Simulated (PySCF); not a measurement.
Species: ethylenediamine, C₂H₈N₂, charge 0, multiplicity 1. SMILES: C(N)CN
Structure (B3LYP-D3(BJ)/def2-TZVP (Ansatz) minimum search):
```xyz
12

N      1.8004     0.4329    -0.2539
C      0.5735     0.1334     0.4836
C     -0.5515    -0.2148    -0.4799
N     -1.7787    -0.5130     0.2575
H      2.5813     0.5552     0.3786
H      1.7040     1.2957    -0.7773
H      0.2389     0.9548     1.1379
H      0.7571    -0.7273     1.1290
H     -0.2619    -1.1016    -1.0463
H     -0.6612     0.6050    -1.2084
H     -2.5003    -0.8544    -0.3651
H     -2.1418     0.3214     0.7042
```
Charge 0, spin multiplicity 1.

Dispersion corrections to the total energy (kcal/mol) from the dftd3 and dftd4 libraries through PySCF: D3(BJ) without and D4 with the three-body term, each with the damping fitted for the functional named.

```json
[
 {"functional": "B2PLYP", "D3(BJ)": "-3.27", "D4": "-2.76"},
 {"functional": "TPSS", "D3(BJ)": "-5.58", "D4": "-5.37"},
 {"functional": "B3LYP", "D3(BJ)": "-7.50", "D4": "-6.28"},
 {"functional": "PW6B95", "D3(BJ)": "-1.92", "D4": "-3.39"},
 {"functional": "B2GP-PLYP", "D3(BJ)": "(withheld)", "D4": "-1.62"},
 {"functional": "HSE06", "D3(BJ)": "-2.63", "D4": "(withheld)"},
 {"functional": "LC-wPBE", "D3(BJ)": "-3.92", "D4": "(withheld)"}
]
```

Task: Fill in the missing entries.

Result: 
- B2GP-PLYP, D3(BJ): -2.19
- HSE06, D4: -3.00
- LC-wPBE, D4: -4.33
